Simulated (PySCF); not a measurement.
**Assigning NMR signals**

Geometry (Å), atoms numbered from 1 in this order:
```xyz
21

Si    3.9770    0.4415    0.0207
C     2.0971    0.2517    0.0689
C     1.5106   -0.7825    0.7917
C     0.1454   -0.9990    0.8620
C    -0.8143   -0.2274    0.2276
C    -2.2389   -0.5824    0.3882
C    -3.1961   -0.3762   -0.7571
C    -3.2852    0.5001    0.4434
P    -0.4114    1.1590   -0.7665
C     1.3125    1.1462   -0.6415
H     4.3090    1.8663    0.0859
H     4.4810   -0.1241   -1.2342
H     4.5543   -0.2692    1.1625
H     2.1574   -1.4601    1.3329
H    -0.2001   -1.8361    1.4591
H    -2.4088   -1.4534    1.0118
H    -3.9631   -1.1181   -0.9209
H    -2.7905    0.0492   -1.6645
H    -4.1152    0.3724    1.1218
H    -2.9421    1.5210    0.3520
H     1.8124    1.9380   -1.1894
```

[PySCF 2.14: GIAO PBE0/pcSseg-1 shieldings; geometry from GFN2-xTB; relativity neglected; fast rotation and ring inversion assumed for equivalent nuclei; in vacuum; one computed conformer]

References, each an isolated molecule treated in the same way: TMS for ¹³C and ¹H.

(1) Assign these signals to the numbered atoms. ¹³C{¹H} NMR (computed): δ 193.3 (C), 172.9 (CH), 140.6 (CH), 137.5 (C), 136.0 (CH), 25.9 (CH), 23.4 (CH2).

(2) Assign these signals to the numbered atoms. ¹H NMR (400 MHz, computed): δ 9.36 (m, 1H), 7.94 (m, 1H), 7.85 (m, 1H), 4.57 (s, 3H), 1.94 (m, 1H), 1.46 (m, 2H), 1.04 (m, 2H).

Results:

(1) 
193.3 → C5, substituted aromatic carbon
172.9 → C10, aromatic CH
140.6 → C3, aromatic CH
137.5 → C2, substituted aromatic carbon
136.0 → C4, aromatic CH: the aromatic region
25.9 → C6, three-membered-ring carbon: carbons of three-membered rings are unusually shielded
23.4 → C7/C8, three-membered-ring carbon

C2 and C4 lie closer than the usual error of such a calculation, so a measured spectrum could show them in the other order.

(2) 
9.36 → H21, hydrogen on an aromatic CH: ring-current deshielding
7.94 → H15, hydrogen on an aromatic CH
7.85 → H14, hydrogen on an aromatic CH
4.57 → H11/H12/H13, hydrogen on a silicon bonded to C
1.94 → H16, hydrogen on a three-membered-ring carbon
1.46 → H17/H19, hydrogen on a three-membered-ring carbon: cyclopropane-type protons are shielded by the ring
1.04 → H18/H20, hydrogen on a three-membered-ring carbon

H15 and H14 lie closer than the usual error of such a calculation, so a measured spectrum could show them in the other order.

Splittings by ³¹P in the carbon and heteronuclear signals aren't shown, as no couplings were computed. Shifts are as computed. Against solution values, carbons near 30 ppm lie about +3 ppm off and those near 130 ppm about +5 ppm. Of 1211 compounds with measured shifts, 218 miss one by over three times the rms of a fit or turn the order of signals round; such compounds aren't used in these exercises. No couplings were computed; multiplicities are counted from neighbouring protons, with m where these are inequivalent, close in shift, in a saturated or five-membered ring or joined by F or P, and br s for small geminal =CH2 splittings.
